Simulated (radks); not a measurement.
The aluminium anion Al- inside a hard spherical wall (all orbitals vanish at R), configuration held at [Ne] 3s2 3p2 and not refilled when levels cross. Calculated with a radial shooting solver on a logarithmic mesh with Libxc functionals: non-relativistic Kohn-Sham, LDA (Slater exchange, Perdew-Wang correlation), spin-polarised, spherical densities, point nucleus; open shells are filled with parallel spins first. Eigenvalues in eV for spin up, with the zero of energy where the potential of the charges vanishes at infinity; a dash marks a level that is unbound or too diffuse for the functional's potential to be trusted. A positive occupied level is held by the wall or, in an anion where self-interaction has pushed it up, behind a barrier. The pressure on the wall is -dE/dV.

R (bohr)  E (hartree)  kinetic (hartree)    e(2s)    e(2p)   e(3s)   e(3p)  e(4s, empty)  e(4p, empty)  pressure (GPa)
20         -241.34068            240.688  -101.90  -64.606  -3.296   1.209         1.706         2.113         0.00103
10         -241.32745            240.729  -100.66  -63.370  -2.311   2.137         4.375         6.310           0.141
8          -241.30431            240.808  -99.555  -62.261  -1.556   2.997         7.028         9.890           0.755
7          -241.27387            240.914  -98.481  -61.186  -0.857   3.851         9.691        13.218            2.08
4          -240.56930            242.998  -87.282  -49.972   7.900  14.756        42.853        49.727             114
3.5        -240.03442            244.374  -82.440  -45.118  13.090  20.967        61.307        68.776             275
2          -231.74187            263.172  -48.368  -10.224  81.607  93.800        262.96        261.12            9420
